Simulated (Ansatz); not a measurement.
Two spin states of MgB+, each at its own minimum; 2S+1 = 1, 3 were tried, and our sources give no spin for the ground state.

Each state is the lowest solution found for its spin in def2 and cc sets. The singlet is a restricted closed-shell determinant, which can mix singlet states where a π or δ shell is part-filled.

Correlated levels freeze the inner cores; with def2 sets outer-core shells near the valence are correlated too.

Codes used: Ansatz (an electronic-structure program) with Gaussian orbitals. Values without a source in brackets are computed.

Give the energy of the multiplicity-3 state above the multiplicity-1 state at the level PBE/def2-TZVPP.

16.4 kcal/mol

What is the computed energy of the multiplicity-3 state above the multiplicity-1 state (CCSD(T)/def2-TZVPP)?

23.5 kcal/mol

What energy of the multiplicity-3 state above the multiplicity-1 state does wB97X-V/def2-TZVPP give?

16.1 kcal/mol

Doubts at one or more of the structures used: a restricted determinant that unrestricted orbitals would lower (CCSD(T)/def2-TZVPP).
